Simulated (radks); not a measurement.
The numbers below are computed, except where a source is named.
Correlation energies from several functionals, in hartree. Species: Hg [Hg]; Hg+ [Xe] 4f14 5d10 6s1; Re2+ [Xe] 4f14 5d5. Code: a radial shooting solver on a logarithmic mesh with Libxc functionals. Model: non-relativistic Kohn-Sham, PBE, spin-polarised, spherical densities, point nucleus. Every spin shell is full or empty, so the densities are truly spherical. Functionals are evaluated on that one density, not self-consistently.

functional,Hg,Hg+,Re2+
PW92,-8.3220,-8.2787,-7.5885
VWN5,-8.3557,-8.3126,-7.6207
PZ,-8.3288,-8.2848,-7.5879
Wigner,-4.3261,-4.2706,-3.8549
Chachiyo,-8.2303,-8.1880,-7.5005
PBE,-4.9026,-4.8776,-4.4350
PBEsol,-5.4878,-5.4567,-4.9693
revTPSS,-4.9440,-4.9142,-4.4661
SCAN,-4.9442,-4.9089,-4.4751
r2SCAN,-4.9599,-4.9228,-4.4892
